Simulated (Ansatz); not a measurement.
A made-up structure of B₂H₂Se, singlet:

```
5
angstrom
B -0.4949 0.4902 -0.3145
B 0.5751 -0.5718 0.3650
Se 1.7007 -1.6853 1.0804
H -0.5875 0.5914 -1.5006
H 2.6608 -2.8001 1.4201
```

It is relaxed with PBE-D4/def2-SVP and then PBE0-D4/def2-TZVP (Ansatz 0.2.0). Atoms count as bonded within 1.22 times the sum of their covalent radii (H–H: 0.88 Å). The end point is not checked to be a true minimum.

Does its bonding change? (Judge from chemistry; the calculation decides.)

Computed: No: no bond forms or breaks.

Where it ends: The first stage lowers the energy by 3.16 eV in 10 steps. It ends as B₂H₂Se ([BH][B][SeH]):
```json
{"atom": "B1", "x (Å)": "-0.1250", "y (Å)": "0.1178", "z (Å)": "-0.5894"}
{"atom": "B2", "x (Å)": "0.7211", "y (Å)": "-0.7104", "z (Å)": "0.3523"}
{"atom": "Se3", "x (Å)": "1.6379", "y (Å)": "-1.5460", "z (Å)": "1.7077"}
{"atom": "H4", "x (Å)": "-0.7663", "y (Å)": "0.7353", "z (Å)": "-1.3583"}
{"atom": "H5", "x (Å)": "2.3865", "y (Å)": "-2.5723", "z (Å)": "0.9380"}
```

Labels in which every atom is bracketed show which atoms are joined, not bond orders.

For scale, one of the runs: PBE0-D4/def2-TZVP relaxation, 122 basis functions, launched by `ansatz run in.yaml --threads 2 --pin off --events-out ev --progress --plain --max-ram 4352MiB`. The run took about 20 s on 2 CPU threads of an Arm Neoverse V1 (shared host).
